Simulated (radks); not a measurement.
Excited configurations of the nickel ion Ni+: one electron is placed in a higher orbital outside [Ar] 3d8. The ground configuration is [Ar] 3d9. Method: non-relativistic Kohn-Sham, SCAN, spin-polarised, spherical densities, point nucleus; open shells are filled with parallel spins first; meta-GGA in the generalised Kohn-Sham scheme; computed with a radial shooting solver on a logarithmic mesh with Libxc functionals. Excitation = E - E(ground); binding = E(ion) - E, where the ion is the core of charge +2; n* = 2/sqrt(2 binding) in atomic units, and the quantum defect is n - n*.

4d: excitation (eV) 13.582; binding (eV) 5.864; n* 3.046; quantum defect 0.954; <r> (bohr) 5.499
5p: excitation (eV) 13.922; binding (eV) 5.523; n* 3.139; quantum defect 1.861; <r> (bohr) 7.187
6f: excitation (eV) 17.850; binding (eV) 1.596; n* 5.839; quantum defect 0.161; <r> (bohr) 23.45

The Delta-SCF ionisation energy is 19.446 eV (NIST Atomic Spectra Database: 18.169 eV, measured). Self-interaction in the functional shifts the binding energies and quantum defects, so they are the method's values and not measured ones. Open shells are spherical and high-spin; term and fine-structure splittings are not resolved.
